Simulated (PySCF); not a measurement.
An unknown is described by computed data only.

Formula: C4H5FNO2; charge +1.

* UV, first state: lowest singlet excitation: 6.28 eV (197 nm, f = 0.116) [TDDFT wB97X-D/def2-SVPD]
* Polarisability: 54.6 au [wB97X-D/def2-SVPD]
* NMR, other nuclei: isotropic shieldings of nuclei other than C and H, by class: 53 (1 N), 38 (1 O), 264 (1 O), 249 (1 F) ppm [GIAO PBE0/pcSseg-1]
* UV, strongest line: among the 8 lowest singlet transitions: S3 at 7.62 eV (163 nm, f = 0.128) [TDDFT wB97X-D/def2-SVPD]
* Rotational structure: rotational constants A, B, C: 3.415, 1.923, 1.339 GHz [GFN2-xTB]
* Couplings: largest of the computed one-bond spin–spin couplings (means over like bonds): 19F–13C -402.4, 13C–1H +246.4, 13C–1H +224.6, 13C–1H +177.3 (×2), 17O–1H -82.5, 13C–13C +77.5, 15N–13C -27.6, 17O–13C +27.3 Hz [B3LYP/pcJ-1, spin–dipole term left out for some pairs]
* Triplet: lowest triplet excitation (Tamm–Dancoff): 4.48 eV [TDA wB97X-D/def2-SVPD]
* 13C NMR: chemical shifts (computed TMS as zero) by class: 162.5 (1 C), 145.7 (1 C), 131.2 (1 C), 79.2 (1 C) ppm [GIAO PBE0/pcSseg-1]

The electronic properties come from PySCF, for the isolated species, density fitting. Levels stand in brackets. Isolated species at its GFN2-xTB geometry (one conformer only). GFN2-xTB frequencies show an imaginary mode (25i cm⁻¹), so this geometry is no minimum at that level. Each NMR value is the plain mean over a class of atoms that symmetry, rotation or inversion makes alike.

Q: Propose a structure and show how it fits.

A: Numbering: `[OH:1][CH2:2][n+:3]1[cH:4][cH:5][o:6][c:7]1[F:8]`. 4 carbons fall into 4 classes; from least to most shielded: aromatic C–F carbon [C7] (162.5 ppm), aromatic CH next to a ring oxygen [C5] (145.7 ppm), aromatic CH next to a ring nitrogen [C4] (131.2 ppm), carbinol carbon (C–OH) [C2] (79.2 ppm). The other shieldings belong to: 53 ppm, three-coordinate ring nitrogen [N3]; 38 ppm, ring oxygen [O6]; 264 ppm, alcohol oxygen [O1]; 249 ppm, aryl fluorine [F8]. The couplings run between: -402.4 Hz, aryl fluorine [F8] and aromatic C–F carbon [C7]; +246.4 Hz, aromatic CH next to a ring oxygen [C5] and its hydrogen; +224.6 Hz, aromatic CH next to a ring nitrogen [C4] and its hydrogen; +177.3 Hz, carbinol carbon (C–OH) [C2] and its hydrogen (with 1 like pair); -82.5 Hz, alcohol oxygen [O1] and its hydrogen; +77.5 Hz, aromatic CH next to a ring nitrogen [C4] and aromatic CH next to a ring oxygen [C5]; -27.6 Hz, three-coordinate ring nitrogen [N3] and aromatic C–F carbon [C7]; +27.3 Hz, ring oxygen [O6] and aromatic CH next to a ring oxygen [C5]. S1 is mainly HOMO→LUMO (weight 0.97); the largest Löwdin shares of the orbital it empties are 0.32 on the aromatic CH next to a ring oxygen, 0.26 on the aromatic CH next to a ring nitrogen, 0.12 on the aromatic C–F carbon and 0.10 on the three-coordinate ring nitrogen, of the orbital it fills 0.34 on the aromatic C–F carbon, 0.20 on the ring oxygen, 0.20 on the three-coordinate ring nitrogen and 0.10 on the aryl fluorine. The optimised geometry has point group C1 and is an asymmetric top. Structure: `OC[N+]1=C(F)OC=C1`. The assignments are read from this structure; whether some other isomer fits the data as well wasn't checked.

Shape of the structure used: `[OH:1][CH2:2][n+:3]1[cH:4][cH:5][o:6][c:7]1[F:8]`: O1–C2–N3–C4 -85°, H–O1–C2–N3 -91°.
